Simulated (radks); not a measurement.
Spherical quantum dot in the effective-mass picture: electrons in a parabolic well V = omega^2 r^2 / 2 with omega = 4.48, all in effective atomic units (hartree* = m*/eps^2 hartree, bohr* = eps/m* bohr), one dielectric constant everywhere. Method: non-relativistic Kohn-Sham, PBEsol, spin-polarised, spherical densities; computed with a radial shooting solver with Libxc functionals. Levels are named by radial order and angular momentum (1s, 1p, 1d, 2s, ...), and open shells are averaged over m. Results are scaled to m* = 0.106 and eps = 15.9, for which hartree* = 11.41 meV and bohr* = 7.938 nm.

N = 5, configuration 1s2 1p(up 3, down 0). This is the lowest configuration that the search found. Occupied and some empty levels:

| level | occupation | eigenvalue (meV) | <r> (nm) |
|---|---|---|---|
| 1s up | 1 | 142.69 | 4.614 |
| 1s down | 1 | 146.49 | 4.574 |
| 1p up | 3 | 185.98 | 5.990 |
| 1p down | 0 | 190.42 | 6.000 |
| 1d up | 0 | 231.51 | 7.072 |
| 2s up | 0 | 235.21 | 6.536 |
| 1d down | 0 | 235.76 | 7.112 |
| 2s down | 0 | 237.99 | 6.581 |
| 1f up | 0 | 278.48 | 8.001 |
| 1f down | 0 | 282.18 | 8.054 |

Energy (meV): total 676.260, kinetic 236.57, external 304.88, Hartree 186.77, exchange-correlation -51.959.

Electron density:

| r (nm) | n(r) (e/nm^3) |
|---|---|
| 0.523 | 0.005100 |
| 1.40 | 0.005130 |
| 2.27 | 0.005056 |
| 3.14 | 0.004730 |
| 4.02 | 0.004085 |
| 4.89 | 0.003197 |
| 5.76 | 0.002239 |
| 6.64 | 0.001393 |
| 7.51 | 0.0007671 |
| 8.38 | 0.0003737 |
| 9.26 | 0.0001612 |
| 10.1 | 0.00006170 |
| 11.0 | 0.00002097 |
